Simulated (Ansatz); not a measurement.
Reaction (ligand exchange at the Si–F bond): `F[Si]F` + `CNC` → `CN(C)[Si]F` + H–F

Calculated with Ansatz (gas phase, PBE0-D4/def2-TZVP geometries, no zero-point term in ΔE). CBS: MP2 limit from def2 TZ/QZ plus the TZ coupled-cluster correction, frozen cores. This one scheme is used for every species. Functionals use def2-TZVPP. B3LYP here is the variant with VWN-RPA as its local correlation; programs differ in this. HSE06 is defined as in plane-wave codes. One conformer a species, not always the lowest.

`F[Si]F`:

Cartesian coordinates in Å:
```
F -0.308 0.379 1.182
Si -0.333 0.423 -0.419
F 0.641 -0.802 -0.762
```

`CNC`:

Cartesian coordinates in Å:
```
C 1.074 0.496 0.247
N -0.239 0.569 -0.352
C -0.951 -0.686 -0.293
H 1.548 1.480 0.229
H 1.703 -0.183 -0.336
H 1.073 0.131 1.289
H -0.782 1.293 0.100
H -0.430 -1.429 -0.905
H -1.955 -0.566 -0.704
H -1.041 -1.104 0.725
```

`CN(C)[Si]F`:

```xyz
11

C    -0.190   -1.249   -0.602
N     0.339   -0.091    0.083
C    -0.606    0.995    0.207
Si    1.954   -0.144    0.643
F     2.070    1.332    1.315
H     0.572   -2.032   -0.661
H    -0.501   -0.998   -1.623
H    -1.059   -1.659   -0.074
H    -0.939    1.335   -0.781
H    -0.148    1.834    0.728
H    -1.494    0.677    0.765
```

H–F:

Z-matrix (Å, degrees):
```
F
H 1 0.920
```

| level | ΔE (kJ/mol) | difference from CCSD(T)/CBS |
| --- | --- | --- |
| LDA (SPW92) | 48.1 | -9.3 |
| PBE-D4 | 54.0 | -3.4 |
| revPBE-D4 | 49.1 | -8.3 |
| BLYP-D4 | 60.0 | 2.6 |
| r2SCAN-D4 | 58.6 | 1.2 |
| B97M-V | 68.1 | 10.7 |
| PBE0-D4 | 54.6 | -2.8 |
| B3LYP-D4 | 61.4 | 4.0 |
| r2SCAN0-D4 | 58.7 | 1.3 |
| HSE06-D4 | 54.4 | -3.0 |
| BHLYP-D4 | 64.8 | 7.4 |
| CAM-B3LYP-D4 | 67.5 | 10.1 |
| ωB97X-V | 65.9 | 8.5 |
| ωB97M-V | 66.8 | 9.4 |
| B2PLYP | 67.2 | 9.8 |
| PBE-QIDH | 57.0 | -0.4 |
| PBE | 61.6 | 4.2 |
| revPBE | 66.5 | 9.1 |
| BLYP | 75.9 | 18.5 |
| r2SCAN | 60.5 | 3.1 |
| PBE0 | 61.2 | 3.8 |
| B3LYP | 73.7 | 16.3 |
| r2SCANh | 60.7 | 3.3 |
| r2SCAN0 | 61.1 | 3.7 |
| BHLYP | 75.2 | 17.8 |
| CAM-B3LYP | 74.4 | 17.0 |
| LC-ωPBE | 66.9 | 9.5 |
| RPA@PBE/def2-TZVPP | 60.8 | 3.4 |
| HF/def2-SVP | 67.3 | 9.9 |
| MP2/def2-SVP | 48.7 | -8.7 |
| CCSD(T)/def2-SVP | 52.1 | -5.3 |
| HF/def2-TZVPP | 84.1 | 26.7 |
| MP2/def2-TZVPP | 52.9 | -4.5 |
| SCS-MP2/def2-TZVPP | 60.0 | 2.6 |
| CCSD/def2-TZVPP | 63.1 | 5.7 |
| CCSD(T)/def2-TZVPP | 58.2 | 0.8 |
| HF/def2-QZVPP | 86.3 | 28.9 |
| MP2/def2-QZVPP | 53.2 | -4.2 |
| HF/CBS(def2) | 86.6 | 29.2 |
| CCSD/CBS(def2) | 62.3 | 4.9 |
| CCSD(T)/CBS | 57.4 | 0 |

Largest T1 diagnostic among the species: 0.015.

Leaving LDA and LC-ωPBE aside and taking each functional with its dispersion term where it has one, the values spread over 19.0 kJ/mol, from revPBE-D4 to B97M-V. LDA lies −13.5 kJ/mol from PBE without D4. The D4 term adds −12.3 kJ/mol with B3LYP and −6.6 kJ/mol with PBE0; it sums over pairs of atoms, weighted by their polarisabilities, and B3LYP, whose exchange is more repulsive, gets the larger term. In def2-TZVPP, CCSD(T) changes the Hartree–Fock value by −25.9 kJ/mol (the triples alone add −4.9 kJ/mol) and MP2 by −31.1 kJ/mol.
